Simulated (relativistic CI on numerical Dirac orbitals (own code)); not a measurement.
Sensitivity of the levels of Te11+ to α and to the nuclear radius

These numbers are calculated, not measured: Dirac-Coulomb-Breit CI, orbitals from a KLI potential per configuration, derivatives by finite differences, unscaled Slater integrals, QED left out (own radial code, finite nucleus).

CI space (outside the closed core [Ar] 3d10): 4s2 4p6 4d5, 4s2 4p5 4d6, 4s2 4p4 4d7, 4s2 4p6 4d4 5s, 4s 4p6 4d6, 4s2 4p6 4d4 5p, 4s2 4p6 4d3 5s2, 4p6 4d7. Levels of other configurations are missing.

With x = (α/α₀)² − 1 an excitation energy changes as ω = ω₀ + qx; K = 2q/ω₀ is the relative enhancement. Terms are leading LS components, so labels can repeat. The field-shift factor is F = δν/δ⟨r²⟩ for the transition from the lowest level.

Lowest level 4s2 4p6 4d5 6S_5/2.

```
              Level  ω₀ (cm⁻¹)  q (cm⁻¹)  F (GHz/fm²)
 4s2 4p6 4d5 4G_5/2    39363.9    -13180       -0.101
 4s2 4p6 4d5 4P_3/2    45762.9     -3760      -0.0229
 4s2 4p6 4d5 4G_7/2    46205.7     -2571       0.0675
 4s2 4p6 4d5 4G_5/2    46696.6     104.8       0.0665
4s2 4p6 4d5 4G_11/2    47777.5     376.8        0.118
 4s2 4p6 4d5 4G_9/2    48709.4      2152        0.134
 4s2 4p6 4d5 4P_1/2    49291.3     699.5       0.0268
 4s2 4p6 4d5 4D_7/2    56117.9      4276       0.0983
 4s2 4p6 4d5 4D_5/2    59453.7      3504       0.0965
 4s2 4p6 4d5 4D_1/2    60614.5      9428        0.143
 4s2 4p6 4d5 4D_3/2    62060.8     10160        0.158
4s2 4p6 4d5 2I_11/2    68848.7     769.1        0.221
 4s2 4p6 4d5 2D_3/2    70019.3      1875        0.104
```

At this charge energies of transitions that change n are usually good to better than 1 %, and those within a shell (Δn = 0) to a few per cent. Terms inside the open d or f shell come out 10 to 20 % too wide with unscaled integrals. Levels and lines within the n = 5 or 6 shells can be off by up to 10 % or somewhat more, and those that change n by about 2 %, since core polarisation is missing.

(1) Which transition from the lowest level has the largest |K|?

## Answers

(1) 4s2 4p6 4d5 4G_5/2 at 39363.9 cm⁻¹, K = -0.67.
